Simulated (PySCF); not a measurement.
bromine monochloride (BrCl), SMILES ClBr. The structure is a stationary point at B3LYP-D3(BJ)/def2-TZVP.

Method: B3LYP-D3(BJ)/def2-TZVP run with PySCF.

Harmonic wavenumbers (cm⁻¹): 428. Rotational constants (GHz): 4.390 (linear); symmetry number 1.

Work out the zero-point energy and the ideal-gas rigid-rotor harmonic-oscillator thermochemistry at 298.15 K and 1 atm.

ZPE = ½ Σ hcν = ½ × 428 cm⁻¹ = 0.61 kcal/mol. H − E(el) = 2.86 kcal/mol. Entropy in cal/(mol K): translation 40.14, rotation 16.40, vibration 0.87, total 57.41. G − E(el) = -14.25 kcal/mol. Cp = 8.36 cal/(mol K).
